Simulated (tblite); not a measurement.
Task: Write a Z-matrix for `[H]/N=C/c1ccc(OC)cc1` as optimised with GFN2-xTB.

Result: 
Z-matrix in Å and degrees, rows numbered from 1:
```
C 
O   1  1.4077
C   2  1.3577  1  118.82
C   3  1.3940  2  125.07  1    -0.80
C   4  1.3798  3  119.91  2   179.85
C   5  1.3937  4  121.15  3     0.02
C   6  1.4542  5  120.81  4  -179.84
N   7  1.2626  6  121.39  5    -0.55
C   6  1.3965  5  118.60  4     0.13
C   9  1.3754  6  120.64  5    -0.15
H   1  1.0946  2  111.59  3    61.99
H   1  1.0889  2  105.64  3  -179.45
H   1  1.0945  2  111.49  3   -60.82
H   4  1.0788  3  120.85  2    -0.16
H   5  1.0784  4  120.75  3  -179.96
H   7  1.1008  6  114.41  5   179.48
H   8  1.0170  7  115.27  6   179.98
H   9  1.0809  6  119.74  5   179.76
H  10  1.0788  3  118.21  2     0.04
```

The C–O distances run from 1.358 Å (O2–C3, drawn single) to 1.408 Å (C1–O2, drawn single), a spread of 0.050 Å. The 10 heavy atoms lie in one plane (0.005 Å rms). The 6-membered ring C3–C4–C5–C6–C9–C10 has internal angles of 118.6° to 121.2° (sum 720°, against 720° for a flat polygon); it is planar, 0.00 Å rms from its mean plane, widest ring torsion 0°. Of the pairs four or more bonds apart, C1···H14 is among the closest relative to their van der Waals radii: 2.56 Å, 88 % of the sum of Bondi's values.

Computed geometry: GFN2-xTB, gas phase.

Point group: Cs (tolerance 0.08 Å). Its GFN2-xTB frequencies are all real (lowest 73 cm⁻¹). The numbers are those of one conformer (C1–O2–C3–C4 -1°, C5–C6–C7–N8 -1°).

Hardware: one thread, Arm Neoverse V1 (aarch64) (shared host). Cost: 0.83 s of wall time. These figures are those of the optimisation.
